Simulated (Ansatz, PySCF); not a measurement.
C5H9N, SMILES C#C[C@@H](C)CN. Atoms are numbered in the order given.

```xyz
15

C     -0.8475    -2.1581     0.6309
C     -0.7489    -1.0463     0.1585
C     -0.5912     0.2986    -0.3988
C     -0.9372     1.3757     0.6310
C      0.8270     0.4752    -0.9661
N      1.8191     0.3794     0.0805
H     -0.9525    -3.1428     1.0469
H     -1.2913     0.3800    -1.2499
H     -0.2037     1.3595     1.4483
H     -0.9035     2.3702     0.1607
H     -1.9427     1.2202     1.0466
H      0.9557    -0.2522    -1.7952
H      0.8835     1.4807    -1.4168
H      2.7517     0.5417    -0.2902
H      1.8157    -0.5615     0.4730
```

The structure is a stationary point at PBE0-D3(BJ)/def2-SVP. The structure was generated by enumeration; whether it is a known compound was not checked. The values are those of a single conformer.

Two levels are set side by side: PBE-D3(BJ)/def2-SVP (Ansatz, a program for electronic structure) and PBE0-D3(BJ)/def2-SVP (Ansatz). Each level has its own optimised geometry; the coordinates shown are those of the second. Frequencies come from the Hessian of PySCF at each geometry. Differences are taken from unrounded values.

| quantity | PBE0-D3(BJ) |
|---|---|
| mean bond length (Å) | 1.208 |
| bond C1–C2 (Å) | 1.212 |
| bond C2–C3 (Å) | 1.464 |
| bond C3–C4 (Å) | 1.530 |
| bond C3–C5 (Å) | 1.538 |
| bond C5–N6 (Å) | 1.445 |
| bond C1–H7 (Å) | 1.074 |
| bond C3–H8 (Å) | 1.105 |
| bond C4–H9 (Å) | 1.098 |
| bond C4–H10 (Å) | 1.101 |
| bond C4–H11 (Å) | 1.099 |
| bond C5–H12 (Å) | 1.110 |
| bond C5–H13 (Å) | 1.103 |
| bond N6–H14 (Å) | 1.017 |
| bond N6–H15 (Å) | 1.019 |
| highest harmonic wavenumber (cm⁻¹) | 3629 |
| mean harmonic wavenumber (cm⁻¹) | 1479 |
| zero-point energy (kcal/mol) | 82.46 |

Q: What does PBE-D3(BJ) give, and how far is it from PBE0-D3(BJ)? (An estimate is asked for; the answer gives what the named calculation found.)

A: 
```csv
quantity,PBE-D3(BJ),PBE-D3(BJ) minus PBE0-D3(BJ)
mean bond length (Å),1.217,0.009
bond C1–C2 (Å),1.224,0.012
bond C2–C3 (Å),1.468,0.004
bond C3–C4 (Å),1.541,0.011
bond C3–C5 (Å),1.550,0.013
bond C5–N6 (Å),1.457,0.011
bond C1–H7 (Å),1.081,0.007
bond C3–H8 (Å),1.114,0.009
bond C4–H9 (Å),1.106,0.008
bond C4–H10 (Å),1.109,0.008
bond C4–H11 (Å),1.107,0.008
bond C5–H12 (Å),1.120,0.010
bond C5–H13 (Å),1.112,0.009
bond N6–H14 (Å),1.027,0.010
bond N6–H15 (Å),1.030,0.010
highest harmonic wavenumber (cm⁻¹),3493,-136
mean harmonic wavenumber (cm⁻¹),1428,-51
zero-point energy (kcal/mol),79.62,-2.84
```

GGA bonds tend to be longer and softer than those of functionals with exact exchange. Differences between two approximate levels are no errors against the true value.
